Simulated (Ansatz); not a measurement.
HfO₂, SMILES [O]=[Hf]=[O], multiplicity 1.

Coordinates come from a PBE-D3(BJ)/def2-TZVP optimisation. The spin state was assumed, not searched. The isomer is the one that the SMILES or the coordinates give; other isomers of the formula were not compared. The def2 effective core potentials stand for the cores of Hf; spin–orbit coupling is left out.

Two levels are set side by side: PBE/def2-TZVPD (Ansatz, a quantum-chemistry and plane-wave program) and CAM-B3LYP/def2-TZVPD (Ansatz). Energy differences of separate SCF runs at the same geometry; the states with an electron removed or added have multiplicity 2 and 2. Differences are taken from unrounded values.

| quantity | CAM-B3LYP | PBE | PBE minus CAM-B3LYP |
|---|---|---|---|
| vertical ionisation energy (eV) | 9.08 | 8.89 | -0.20 |
| vertical electron affinity (eV) | 2.18 | 1.95 | -0.23 |
| vertical singlet–triplet gap (eV) | 1.39 | 1.37 | -0.02 |
